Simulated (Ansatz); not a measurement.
Reactions of CH$_{3}$FOSe (`OC(F)[SeH]`).

Gas-phase electronic energies from Ansatz, PBE0-D4/def2-TZVP geometries. CCSD(T)/CBS adds triple-zeta CCSD(T) − MP2 to the extrapolated MP2 energy (def2 sets, frozen cores). This one scheme is used for every species, atoms too. Functionals use def2-TZVPP. B3LYP here is the variant with VWN-RPA as its local correlation; programs differ in this. Open shells (•) are unrestricted, without spin–orbit coupling. Spin–orbit coupling would lower the free atoms: a little for C, F, O; clearly for Se. def2 core potentials past Kr. For Ge, Se, Te outer-core shells are correlated without core-valence functions, so the limit isn't a true one: a few kJ/mol of doubt a bond, and 10 to 20 or more in all where bonds break to atoms. Scalar relativity is left out up to krypton. One conformer a species, not always the lowest.

| reaction | r2SCAN-D4 (eV) | B3LYP-D4 (eV) | CCSD(T)/CBS(def2) (eV) |
| --- | --- | --- | --- |
| `OC(F)[SeH]` + `[F][GeH3]` → `O[CH](F)[GeH2][F]` + H₂Se | -0.05 | -0.09 | -0.11 |
| `OC(F)[SeH]` + `C=C(C)O` → `C/C(O)=C\[SeH]` + `OCF` | 0.14 | 0.09 | 0.05 |
| `OC(F)[SeH]` → C• + F• + 3 H• + O• + Se• | 24.84 | 24.58 | 24.78 |
| `OC(F)[SeH]` + boron trichloride → `ClB(Cl)[SeH]` + `OC(F)Cl` | 0.11 | 0.14 | 0.11 |
| `OC(F)[SeH]` + H₂ → `OC[SeH]` + H–F | -0.55 | -0.63 | -0.76 |
| `OC(F)[SeH]` + CH₃OH → `COC(F)[SeH]` + H₂O | -0.03 | -0.05 | -0.10 |
| `OC(F)[SeH]` + `[OH][GeH3]` → `OC(F)[O][GeH3]` + H₂Se | -0.35 | -0.34 | -0.33 |
| `OC(F)[SeH]` + `[SiH3][TeH]` → `[SeH][SiH2][TeH]` + `OCF` | -1.05 | -1.07 | -1.14 |
| `OC(F)[SeH]` + H₂O → `OC(O)[SeH]` + H–F | 0.14 | 0.15 | 0.10 |
| `OC(F)[SeH]` + `O[SiH2][SiH3]` → `O[SiH2][SiH2][SeH]` + `OCF` | -1.11 | -1.12 | -1.18 |

Largest T1 diagnostic: 0.012, for `O[SiH2][SiH3]`.
